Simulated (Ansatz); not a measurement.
Ansatz (a quantum-chemistry and plane-wave program) input file for C2H6F2Si, SMILES C[C@@H](F)[SiH2]F, PBE/def2-SVPD. Coordinates come from a PBE0-D3(BJ)/def2-SVP optimisation. The structure was generated by enumeration; whether it is a known compound was not checked. The values are those of a single conformer.

Ansatz 0.2 input:
```yaml
crystal:
  periodic: [false, false, false]
  atoms:
    - {symbol: C, position_ang: [-1.97004607, 0.49715499, 0.53225095]}
    - {symbol: C, position_ang: [-0.80716376, 0.10549915, -0.35289817]}
    - {symbol: F, position_ang: [-0.44705481, 1.18759309, -1.14960598]}
    - {symbol: Si, position_ang: [0.72800698, -0.42067123, 0.62438936]}
    - {symbol: F, position_ang: [1.86303124, -0.96865860, -0.40236895]}
    - {symbol: H, position_ang: [-2.32248110, -0.36462474, 1.11950790]}
    - {symbol: H, position_ang: [-2.80875830, 0.85931005, -0.08156526]}
    - {symbol: H, position_ang: [-1.69084332, 1.30213593, 1.22999811]}
    - {symbol: H, position_ang: [-1.11170823, -0.71566416, -1.02886211]}
    - {symbol: H, position_ang: [1.28012275, 0.75296179, 1.35401671]}
    - {symbol: H, position_ang: [0.38104164, -1.53105696, 1.55711107]}
basis:
  gaussian:
    orbitals: def2-SVPD
hamiltonian:
  xc: {name: PBE}
```

It prints:

```
WARN ansatz: RAYON_NUM_THREADS=1 ignored (pool sized by the plan → 1); use --threads N
Functional definition: PBE
integrals: 0.08 GiB planned
1320 factors; their error is unknown
mean field: 0.60 GiB planned
mean field evaluation 1: about -15456.8746 eV, gradient 6.0e1 eV
mean field evaluation 2: about -15443.7666 eV, gradient 9.9e1 eV
mean field evaluation 4: about -15464.5392 eV, gradient 7.1e0 eV
mean field evaluation 8: about -15464.6366 eV, gradient 1.2e-1 eV
mean field evaluation 16: about -15464.5786 eV, gradient 1.2e-4 eV
mean field -15464.57855074 eV, -568.3127794719 hartree, gradient 2.5e-5 eV, S^2 0.000000; 0 other end points of the search recorded, 0 dependent functions left out
reference -15464.57860017 eV, -568.3127812883 hartree; 25, 25 occupied and 133, 133 virtual orbitals, 1320 factors
Total energy: -15464.57860017 eV, -568.3127812883 hartree
```

The calculation finished and met its thresholds.

Cost: about 5 core-seconds (a rough figure).
